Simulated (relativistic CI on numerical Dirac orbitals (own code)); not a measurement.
## Cr⁴⁺: L2,3 absorption edge

Computed with this model: Dirac-Coulomb-Breit CI, separate exchange-only KLI orbitals for each configuration, QED by a radiative potential, valence Slater integrals scaled by 0.8, multiplet model of core-to-valence dipole absorption; configurations [Ar] 3d2 → [He] 2s2 2p5 3s2 3p6 3d3; 300 K; Lorentzian 0.24 eV and Gaussian 0.3 eV FWHM. Energies are those of the free ion, without screening or charge transfer. The branching ratio is the share of the lower-energy edge in the whole absorption, uncertain by about 0.02 where the edges overlap. S is read from ⟨S²⟩ = S(S + 1).

Field parameters in Wybourne normalisation: D4h B²₀ = −7Ds, B⁴₀ = 21(Dq − Dt), B⁴₄ = 21√(5/14) Dq. The field is a parameter set, without covalency.

Peaks in eV (height, largest 100): 580.4 (7), 583.6 (100), 584.8 (34), 585.7 (44), 586.9 (10), 589.2 (46), 590.4 (23), 591.8 (15), 592.3 (24), 593.1 (47), 593.7 (17), 594.4 (8).

Which surroundings give this spectrum?
A. free ion
B. D4h, 10Dq = 14850, Ds = -860, Dt = -380 cm⁻¹
C. D4h, 10Dq = 14850, Ds = 430, Dt = -380 cm⁻¹
D. D4h, 10Dq = 14850, Ds = -210, Dt = -380 cm⁻¹

A. free ion, where the ground state has S = 1.00.
